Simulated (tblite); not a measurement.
Species: C7H14FP.
Geometry (GFN2-xTB, Å), atoms numbered from 1 in this order:
```xyz
23
C7H14FP angstrom
C     -3.2138    0.5956    0.0392
C     -2.1476   -0.4745   -0.1548
P     -0.6471   -0.1507    0.9007
C      0.4358   -1.5215    0.2560
C      1.8974   -1.2224    0.5761
C      2.3965    0.0112   -0.1700
C      1.6241    1.2614    0.2326
F      2.1862    2.3539   -0.4160
C      0.1504    1.1828   -0.1266
H     -4.1020    0.3614   -0.5449
H     -2.8452    1.5696   -0.2746
H     -3.4981    0.6613    1.0872
H     -1.8556   -0.5412   -1.2070
H     -2.5409   -1.4481    0.1517
H      0.2971   -1.6331   -0.8237
H      0.1305   -2.4532    0.7390
H      2.5169   -2.0795    0.3010
H      2.0078   -1.0637    1.6520
H      3.4554    0.1738    0.0404
H      2.2876   -0.1342   -1.2473
H      1.7480    1.4616    1.3057
H      0.0356    0.9740   -1.1946
H     -0.3236    2.1424    0.0946
```

Method: GFN2-xTB as coded in tblite; computed harmonic values from a numerical Hessian at the method's own geometry, unscaled. Against measured fundamentals such values can be off by several per cent, at times by over 20. One conformer, not necessarily the lowest.

Harmonic wavenumbers (cm⁻¹): 63.0, 105.7, 117.6, 162.9, 200.6, 250.3, 274.1, 311.3, 325.9, 345.4, 360.0, 457.9, 501.8, 689.2, 695.9, 743.8, 782.7, 788.2, 844.2, 878.1, 911.3, 970.2, 986.3, 1003.8, 1010.4, 1027.8, 1039.1, 1073.8, 1099.2, 1131.4, 1176.9, 1187.0, 1203.4, 1223.9, 1229.0, 1253.8, 1269.8, 1285.0, 1313.5, 1343.7, 1346.3, 1410.1, 1438.0, 1444.6, 1447.4, 1482.6, 1491.0, 1497.3, 1500.7, 2896.5, 2924.2, 2927.3, 2935.5, 2947.7, 2957.8, 2959.7, 2964.2, 2971.9, 2979.6, 2991.6, 3020.2, 3031.1, 3037.8.

A = 2112, B = 922.4, C = 698.6 MHz; mass 148.082 u (most abundant isotopes); point group C1, symmetry number 1.

Problem. Zero-point energy?

Solution. ½Σν̃ = 43121 cm⁻¹ = 123.29 kcal/mol.

Problem. Give the ideal-gas entropy at 298.15 K and 1 bar in the rigid-rotor, harmonic-oscillator model (classical rotation).

Solution. Translation 40.91, rotation 29.85, vibration 28.16: S = 98.9 cal/(mol K).

Problem. And Cp and H(298.15 K) − H(0)?

Solution. Cp = 41.05 cal/(mol K), of which vibrations give 33.10 (their classical limit is 63 R = 125.2); H(298.15 K) − H(0) = 7.08 kcal/mol without the zero-point energy, 4.71 from vibrations.

Problem. How do the functions run with temperature in this model?

Solution. 
```csv
T (K),S (cal/(mol K)),Cp (cal/(mol K)),H − H(0) (kcal/mol),G − H(0) (kcal/mol),ln q(vib)
150,77.4,24.1,2.30,-9.31,2.39
250,92.2,35.1,5.25,-17.81,4.95
400,112.8,53.6,11.91,-33.20,8.98
600,138.5,73.7,24.76,-58.37,14.55
900,172.4,93.1,50.02,-105.16,22.77
```

q(vib) and H(0) count from the zero-point level.

Problem. Which modes carry the vibrational entropy at 298.15 K?

Solution. 63.0 cm⁻¹: 4.36; 105.7 cm⁻¹: 3.35; 117.6 cm⁻¹: 3.14; 162.9 cm⁻¹: 2.52; 200.6 cm⁻¹: 2.13; 250.3 cm⁻¹: 1.73 cal/(mol K); the other 57 give 10.94 together.

Problem. What must be added to the electronic energy to get the Gibbs energy at 298.15 K and 1 bar?

Solution. ZPE + [H(298.15 K) − H(0)] − T·S = 123.29 + 7.08 − 29.49 = 100.88 kcal/mol.

Problem. Blend soft modes into free rotors: weight 1/[1 + (100 cm⁻¹/ν̃)⁴] for the oscillator and the rest for a rotor with moment μB/(μ + B), μ = h/(8π²ν), B = 10⁻⁴⁴ kg m². What vibrational entropy results?

Solution. 26.87 cal/(mol K) in place of 28.16, which changes −T·S at 298.15 K by +0.38 kcal/mol.

Hindered rotation and anharmonicity are outside this model. Other conformers, if any are populated, would add a mixing term that is left out. The structure is chiral; the term R ln 2 for an equal mix with its mirror image is left out.
